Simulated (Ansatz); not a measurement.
C4H2Cl2Si, SMILES `C#C[Si](Cl)(Cl)C#C`. Total charge 0; spin multiplicity 1.

```
atom    x (Å)    y (Å)    z (Å)
  C1  -1.9514   1.7294   0.2060
  C2  -1.2008   0.8696  -0.1799
 Si3  -0.0731  -0.4176  -0.7518
 Cl4   0.7694   0.1621  -2.5087
 Cl5  -1.1151  -2.1380  -1.0472
  C6   1.2282  -0.7121   0.4629
  C7   2.0955  -0.9058   1.2764
  H8  -2.6163   2.4903   0.5466
  H9   2.8637  -1.0779   1.9957
```

Question: List the harmonic frequencies (cm⁻¹, unscaled) at PBE0-D4/def2-TZVP in Ansatz. (An estimate is asked.)

Answer: Ansatz gave: 86, 99, 114, 157, 180, 310, 312, 369, 382, 459, 617, 674, 720, 742, 743, 743, 743, 2174, 2175, 3465, 3465.

Question: Is this a minimum?

Answer: Yes, all 21 modes are real.

Question: Give the ideal-gas thermochemistry at 298.15 K and 1 bar (rigid rotor, harmonic oscillator; point group C2v, symmetry number 2).

Answer: Zero-point energy 112.0 kJ/mol; H(298) − E = 137.5 kJ/mol; entropy 385.4 J/(mol·K), of which translation 171.3, rotation 117.9, vibration 96.2; G(298) − E = 22.6 kJ/mol. Modes under 100 cm⁻¹ are hindered rotations or soft bends, so the harmonic entropy is rough.

Question: And at 400, 500, 600, 800 and 1000 K?

Answer: 
```json
{"T (K)": "400", "H − E (kJ/mol)": "151.6", "S (J/mol/K)": "425.8", "G − E (kJ/mol)": "-18.7"}
{"T (K)": "500", "H − E (kJ/mol)": "166.6", "S (J/mol/K)": "459.3", "G − E (kJ/mol)": "-63.0"}
{"T (K)": "600", "H − E (kJ/mol)": "182.5", "S (J/mol/K)": "488.2", "G − E (kJ/mol)": "-110.5"}
{"T (K)": "800", "H − E (kJ/mol)": "216.0", "S (J/mol/K)": "536.3", "G − E (kJ/mol)": "-213.1"}
{"T (K)": "1000", "H − E (kJ/mol)": "251.1", "S (J/mol/K)": "575.5", "G − E (kJ/mol)": "-324.4"}
```

Question: Rotational constants (cm⁻¹)?

Answer: 0.04229, 0.04042, 0.03953.
